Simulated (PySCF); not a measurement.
A PySCF script (with the pyscf-properties extension) for the NMR shieldings of `C#Cc1ccsc1C(=O)Cl`, C₇H₃ClOS, on a GFN2-xTB geometry:

```python
import basis_set_exchange as bse
import numpy as np
from pyscf import gto, dft
from pyscf.prop import nmr

atoms = """
C     0.481265    2.755518    0.584311
C     0.151012    1.616580    0.390896
C    -0.280737    0.296709    0.183330
C    -1.568819   -0.177125    0.520540
C    -1.733153   -1.493653    0.216294
S    -0.343600   -2.203995   -0.484915
C     0.509537   -0.701810   -0.379591
C     1.860126   -0.544392   -0.828259
O     2.542646    0.430668   -0.807963
Cl    2.518197   -2.072783   -1.490256
H     0.795840    3.743822    0.741741
H    -2.326053    0.442351    0.966323
H    -2.610649   -2.091406    0.369821
"""
names = dict.fromkeys(["C", "S", "O", "Cl", "H"], "pcSseg-1")
basis = {el: gto.basis.parse(bse.get_basis(n, elements=[el], fmt="nwchem")) for el, n in names.items()}
mol = gto.M(atom=atoms, basis=basis, charge=0, verbose=0)
mf = dft.RKS(mol, xc="PBE0")
mf.grids.level = 2
mf.grids.alignment = dft.numint.BLKSIZE   # the property module wants whole blocks of grid points
mf.conv_tol = 1e-9
mf.kernel()

calc = nmr.RKS(mf)   # GIAO
C = mf.mo_coeff
Co = C[:, mf.mo_occ > 0]
resp = mf.gen_response(singlet=True, hermi=2)
def vind(x):   # induced exchange potential for any number of trial vectors
    d = np.einsum("pi,xij,qj->xpq", C, 2 * x.reshape(-1, C.shape[1], Co.shape[1]), Co, optimize=True)
    return np.einsum("xpq,pi,qj->xij", resp(d - d.transpose(0, 2, 1)), C, Co, optimize=True).ravel()
mo1, _ = nmr.rhf.solve_mo1(calc, with_cphf=vind)
sigma = calc.kernel(mo1)
for i, s in enumerate(sigma):   # ppm
    w = np.linalg.eigvalsh((s + s.T) / 2)
    print("%2d %-2s iso %8.1f  s11 %8.1f  s22 %8.1f  s33 %8.1f" % (i, mol.atom_pure_symbol(i), w.mean(), *w))
```

**Question.** Give the expected output.

**Answer.** 
```
 0 C  iso     84.9  s11     28.3  s22     42.1  s33    184.3
 1 C  iso    105.0  s11      8.6  s22      8.6  s33    297.8
 2 C  iso     51.5  s11    -19.9  s22     25.6  s33    148.9
 3 C  iso     47.2  s11    -27.7  s22     32.4  s33    137.0
 4 C  iso     40.3  s11    -56.9  s22     30.0  s33    147.7
 5 S  iso    245.0  s11    134.2  s22    224.3  s33    376.6
 6 C  iso     37.8  s11    -29.2  s22     43.2  s33     99.4
 7 C  iso     22.4  s11    -79.3  s22     52.4  s33     94.1
 8 O  iso   -211.6  s11   -582.2  s22   -304.5  s33    252.1
 9 Cl iso    490.8  s11    173.0  s22    326.3  s33    973.2
10 H  iso     28.2  s11     24.0  s22     25.2  s33     35.3
11 H  iso     24.3  s11     20.9  s22     25.5  s33     26.6
12 H  iso     24.2  s11     21.7  s22     24.0  s33     26.9
```

These numbers come from an equivalent density-fitted implementation of the same equations, which agrees with the script to about 0.01 ppm for H and up to a few tenths of a ppm for heavy atoms, so last digits may differ.

**Question.** Turn these shieldings into chemical shifts. Referencing at the same level of theory: 13C (σ = 186.93 ppm) and 1H (σ = 31.72 ppm) against TMS; 33S (σ = 503.73 ppm) against CS2; H2O for 17O (σ = 336.08 ppm); 35Cl (σ = 949.78 ppm) against HCl.

**Answer.** Averaging equivalent atoms: C 7: 164.5; C 6: 149.1; C 4: 146.6; C 3: 139.7; C 2: 135.4; C 0: 102.0; C 1: 81.9; S 5: 259; O 8: 547.6; Cl 9: 459; H 12: 7.53; H 11: 7.38; H 10: 3.55 ppm. Unscaled 17O shifts of doubly bonded oxygen tend to come out too high, by tens of ppm or more. Experimental scales use liquid or dissolved standards, which lie at an offset from isolated H2O (liquid H2O: subtract about 36 ppm).

Size and cost of the density-fitted run: 199 basis functions, 34 s wall time on 1 thread of an Arm Neoverse V2, shared host; peak memory 0.91 GiB.
